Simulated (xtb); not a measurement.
C$_{2}$H$_{6}$ClSn (SMILES [CH3][Sn]([CH3])[Cl]), doublet, at a GFN2-xTB geometry (such geometries of metal compounds can be far from the true shape) (the spin is typed, not shown lowest).

The xtb input:
```
$ xtb mol.xyz --gfn 2 --uhf 1 --etemp 5000 --json

# file mol.xyz
10

Sn    -0.32957796     0.23602977     0.25975969
C     -1.64327838    -1.40306982    -0.73696367
H     -1.11988894    -1.66663730    -1.64973902
H     -2.62897012    -1.01339805    -0.96369662
H     -1.72080176    -2.26965413    -0.08994682
C      0.20993063     1.84047730    -1.33415105
H      0.52437768     1.27617614    -2.20544543
H      1.02468414     2.46197206    -0.98026560
H     -0.65419935     2.45088516    -1.56934430
Cl     1.74434016    -0.92148691     0.40571420
```

Q: What does this run give for the dipole moment, total energy (a free energy at this electronic temperature), partial charges in atom order?

A: 
dipole moment: 3.44 D
total energy (a free energy at this electronic temperature): -13.9980 Eh
partial charges in atom order: Sn1 0.29, C2 -0.17, H3 0.05, H4 0.04, H5 0.05, C6 -0.17, H7 0.05, H8 0.05, H9 0.04, Cl10 -0.23
